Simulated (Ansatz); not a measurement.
A nudged elastic band was laid between two geometries of C$_{3}$H$_{12}$Si$_{2}$ (17 atoms, charge 0, multiplicity 1).

The calculation used Ansatz, RKS LDA/def2-SVP.

| Property | Result |
| --- | --- |
| movable images | 7 |
| climbing image | yes |
| spring | 5.0 eV/Å² |
| optimiser | quadratic models (default) |
| start path | IDPP |
| force threshold | 0.05 eV/Å |
| iteration limit | 60 |
| end points | relaxed |

Image 0:

```xyz
17
Properties=species:S:1:pos:R:3
C -1.772 0.347 -1.745
Si -0.872 -0.752 -0.527
C 0.712 0.062 0.085
C 0.431 1.416 0.724
Si 1.621 -1.077 1.268
H -2.015 1.330 -1.286
H -2.725 -0.118 -2.074
H -1.149 0.530 -2.646
H -0.543 -2.080 -1.167
H -1.756 -1.016 0.671
H 1.376 0.175 -0.806
H 1.361 1.925 1.066
H -0.226 1.313 1.617
H -0.084 2.115 0.026
H 1.959 -2.392 0.613
H 2.900 -0.429 1.743
H 0.761 -1.349 2.478
```

Image 8:

```xyz
17
Properties=species:S:1:pos:R:3
C -1.998 0.488 -1.441
Si -1.098 -0.596 -0.208
C 0.711 -0.098 -0.056
C 0.859 1.366 0.337
Si 1.598 -1.224 1.157
H -1.938 1.557 -1.145
H -3.072 0.212 -1.500
H -1.559 0.382 -2.455
H -1.191 -2.045 -0.621
H -1.739 -0.457 1.154
H 1.176 -0.290 -1.054
H 1.925 1.681 0.406
H 0.399 1.566 1.332
H 0.365 2.051 -0.389
H 3.052 -0.833 1.271
H 0.975 -1.094 2.526
H 1.517 -2.666 0.725
```

Which bonds break or form, and what moves?

No bond is made or broken. The dihedral Si2–C3–Si5–H15 goes from 58 to 180°. The two ends are copies of one structure, up to a mirror image or an exchange of like atoms.

Give the energies along the band, and the barrier.

It converged. The highest image is number 4 of 0 to 8, 1.7 kcal/mol above the ends, which have the same energy within 2 meV. A vibrational analysis at the climbing image gives one clearly imaginary mode, 132i cm⁻¹: a first-order saddle point.

| image | path coordinate (Å) | energy (kcal/mol) | dihedral Si2–C3–Si5–H15 (°) |
| --- | --- | --- | --- |
| 0 | 0.00 | 0.0 | 58 |
| 1 | 0.60 | 0.2 | 73 |
| 2 | 1.20 | 0.8 | 88 |
| 3 | 1.81 | 1.4 | 104 |
| 4 | 2.41 | 1.7 | 119 |
| 5 | 3.01 | 1.4 | 134 |
| 6 | 3.61 | 0.8 | 149 |
| 7 | 4.20 | 0.2 | 165 |
| 8 | 4.80 | 0.0 | 180 |

What is the geometry of the highest image?


```xyz
17
Properties=species:S:1:pos:R:3:forces:R:3
C -1.952 0.416 -1.517 -0.01 0.00 0.00
Si -1.052 -0.634 -0.257 -0.01 0.00 0.00
C 0.721 -0.050 -0.022 0.01 0.01 0.00
C 0.775 1.418 0.387 0.00 -0.01 0.00
Si 1.597 -1.187 1.208 -0.01 0.01 -0.02
H -1.964 1.483 -1.208 0.00 0.00 0.00
H -3.006 0.086 -1.636 0.00 0.00 0.00
H -1.457 0.349 -2.510 0.00 0.00 0.00
H -1.050 -2.082 -0.687 0.00 0.00 0.00
H -1.756 -0.550 1.079 0.01 0.00 0.00
H 1.229 -0.195 -1.005 0.00 0.00 0.01
H 1.817 1.789 0.512 0.00 0.00 0.00
H 0.259 1.588 1.359 0.00 0.00 0.00
H 0.281 2.078 -0.363 0.00 0.00 0.01
H 2.779 -1.879 0.578 0.00 -0.01 0.00
H 2.089 -0.376 2.381 0.00 0.01 0.01
H 0.671 -2.254 1.741 -0.01 0.00 0.00
```

What are the harmonic wavenumbers there?

132i, 77, 124, 151, 195, 204, 242, 269, 467, 523, 588, 611, 661, 695, 728, 758, 841, 845, 873, 883, 891, 896, 931, 958, 1063, 1071, 1188, 1200, 1320, 1352, 1354, 1389, 1396, 2131, 2140, 2143, 2149, 2157, 2941, 2970, 2973, 3028, 3034, 3077, 3081 cm⁻¹.

Time of the run: 29 s on 2 threads of AMD EPYC 9R45 96-Core Processor (Zen 5) (shared host), peak memory 0.2 GiB.
